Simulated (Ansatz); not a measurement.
Computed with Ansatz on PBE0-D4/def2-TZVP structures; ΔE is electronic, products minus reactants. CBS: MP2 limit from def2 TZ/QZ plus the TZ coupled-cluster correction, frozen cores. This one scheme is used for every species. Functionals use def2-TZVPP. B3LYP here is the variant with VWN-RPA as its local correlation; programs differ in this. For Ge, Se outer-core shells are correlated without core-valence functions, which leaves a few kJ/mol of doubt a bond. Scalar relativity is left out up to krypton. Each species was taken in one conformer, which may not be the lowest.

Reaction (substitution at a C–C bond): `C[CH]1[CH2][GeH2]1` + H₂Se → `[SeH][CH]1[CH2][GeH2]1` + CH₄

`C[CH]1[CH2][GeH2]1`:

```xyz
12

C    -0.635    1.368    0.395
C     0.077    0.363   -0.469
C     1.178   -0.479    0.164
Ge   -0.360   -1.535   -0.395
H    -1.546    1.736   -0.082
H    -0.920    0.936    1.359
H     0.010    2.230    0.604
H     0.314    0.725   -1.467
H     1.326   -0.348    1.231
H     2.105   -0.590   -0.387
H    -1.316   -2.010    0.693
H    -0.233   -2.395   -1.645
```

H₂Se:

Cartesian coordinates in Å:
```
Se -0.673 0.113 0.056
H 0.176 -0.553 -0.937
H 0.496 0.440 0.881
```

`[SeH][CH]1[CH2][GeH2]1`:

```xyz
10

Se    2.108   -0.798   -0.086
C     0.297   -0.472    0.487
C    -0.775   -0.747   -0.565
Ge   -0.681    1.123   -0.053
H     2.722    0.335    0.620
H     0.086   -0.871    1.474
H    -1.626   -1.340   -0.248
H    -0.427   -0.992   -1.562
H     0.025    2.098   -0.981
H    -1.727    1.664    0.913
```

CH₄:

```xyz
5

C     0.000    0.000    0.000
H     0.354   -0.489    0.907
H    -0.892   -0.510   -0.364
H     0.778   -0.041   -0.762
H    -0.240    1.040    0.219
```

```tsv
level	ΔE (eV)
B3LYP-D4	-0.07
ωB97M-V	-0.04
MP2/def2-TZVPP	-0.12
SCS-MP2/def2-QZVPP	-0.10
```

(1) What does CCSD(T)/CBS give? (An estimate is asked.)

Largest T1 diagnostic among the species: 0.010.

Results:

(1) Ansatz gave: -0.06 eV. The listed levels differ from it by -0.01, 0.02, -0.06, -0.04 eV.

The D4 term adds −0.03 eV with B3LYP and −0.02 eV with PBE0; it sums over pairs of atoms, weighted by their polarisabilities, and B3LYP, whose exchange is more repulsive, gets the larger term. In def2-TZVPP, CCSD(T) changes the Hartree–Fock value by −0.07 eV (the triples alone add −0.02 eV) and MP2 by −0.13 eV.
